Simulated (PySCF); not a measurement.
**How methods differ on the ionisation energy of F⁺**

F⁺ [He] 2s2 2p4 (3P) → F²⁺ [He] 2s2 2p3 (4S), as a difference of total energies. Computed with PySCF 2.14 in aug-cc-pwCVTZ (7s6p4d2f, 59 functions), with no relativity, point nucleus. Correlated levels: valence: 1s2 frozen. The calculations carry no spin-orbit coupling.

```json
{"method": "UHF", "ionisation energy (eV)": "33.374"}
{"method": "MP2 (valence)", "ionisation energy (eV)": "34.633"}
{"method": "SCS-MP2 (valence)", "ionisation energy (eV)": "34.747"}
{"method": "CCSD (valence)", "ionisation energy (eV)": "34.667"}
{"method": "CCSD(T) (valence)", "ionisation energy (eV)": "34.696"}
```

A first-order spin-orbit estimate (lowest level to lowest level, LS coupling) adds 0.020 eV.

Errors of the correlated levels include the incompleteness of this basis and the frozen core.

Which method comes closest to the reference value, and which is furthest?

The reference is 34.971 eV (measured; NIST Atomic Spectra Database, ionization energies). Closest: SCS-MP2 (valence) (error -0.205 eV); furthest: UHF (error -1.577 eV), both after the spin-orbit estimate.
